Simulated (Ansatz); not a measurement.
Reaction (ligand exchange at the Si–N bond): `BN([SiH3])CC=C` + `C1NCS1` → `[SiH3]N1CSC1` + `BNCC=C`

Isolated molecules relaxed with PBE0-D4/def2-TZVP in Ansatz; ΔE leaves out vibrations. CCSD(T)/CBS adds triple-zeta CCSD(T) − MP2 to the extrapolated MP2 energy (def2 sets, frozen cores). Each species was taken in one conformer, which may not be the lowest.

| species | MP2/def2-QZVPP energy (Eh) |
| --- | --- |
| `BN([SiH3])CC=C` | -488.61360 |
| `C1NCS1` | -531.43000 |
| `[SiH3]N1CSC1` | -821.69699 |
| `BNCC=C` | -198.35003 |

Task: Work out ΔE.

Result: ΔE = (-821.69699) + (-198.35003) − (-488.61360) − (-531.43000) = -0.00342 Eh = -2.1 kcal/mol. CCSD(T)/CBS gives -2.2 kcal/mol.

Largest T1 diagnostic among the species: 0.012.

The D4 term adds +1.1 kcal/mol with B3LYP and +0.6 kcal/mol with PBE0; it sums over pairs of atoms, weighted by their polarisabilities, and B3LYP, whose exchange is more repulsive, gets the larger term. In def2-TZVPP, CCSD(T) changes the Hartree–Fock value by +2.2 kcal/mol (the triples alone add +0.4 kcal/mol) and MP2 by +2.2 kcal/mol.

B3LYP here is the variant with VWN-RPA as its local correlation; programs differ in this.
